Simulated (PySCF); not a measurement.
Isomers of C6H5FO, one GFN2-xTB conformer each. Single-point energies are computed at PBE0/pcSseg-1 (PySCF, gas phase, no added dispersion term), electronic only.

```csv
SMILES,GFN2-xTB relative energy (kcal/mol)
Oc1cccc(F)c1,0.0
Oc1ccc(F)cc1,0.6
```

Conformers: `[OH:1][c:2]1[cH:3][cH:4][cH:5][c:6]([F:7])[cH:8]1` with H–O1–C2–C3 180°; `[OH:1][c:2]1[cH:3][cH:4][c:5]([F:6])[cH:7][cH:8]1` with H–O1–C2–C3 0°.

What does PBE0/pcSseg-1 give for the same structures?

| SMILES | PBE0/pcSseg-1 E (Eh) | PBE0/pcSseg-1 (kcal/mol) | GFN2-xTB (kcal/mol) | point group |
| --- | --- | --- | --- | --- |
| Oc1cccc(F)c1 | -406.21859 | 0.0 | 0.0 | Cs |
| Oc1ccc(F)cc1 | -406.21640 | 1.4 | 0.6 | Cs |

Both levels put the same isomer lowest. Neighbours under 2.5 kcal/mol apart (Oc1cccc(F)c1 and Oc1ccc(F)cc1) can change places with a better method, another conformer or zero-point energy.

Which frontier levels, dipoles and rotational constants go with these structures?

```csv
SMILES,"HOMO (eV, PBE0/pcSseg-1)",LUMO (eV),dipole (D),"A, B, C (MHz)"
Oc1cccc(F)c1,-6.81,-0.36,0.90,"3776, 1805, 1221"
Oc1ccc(F)cc1,-6.56,-0.58,2.12,"5683, 1465, 1165"
```
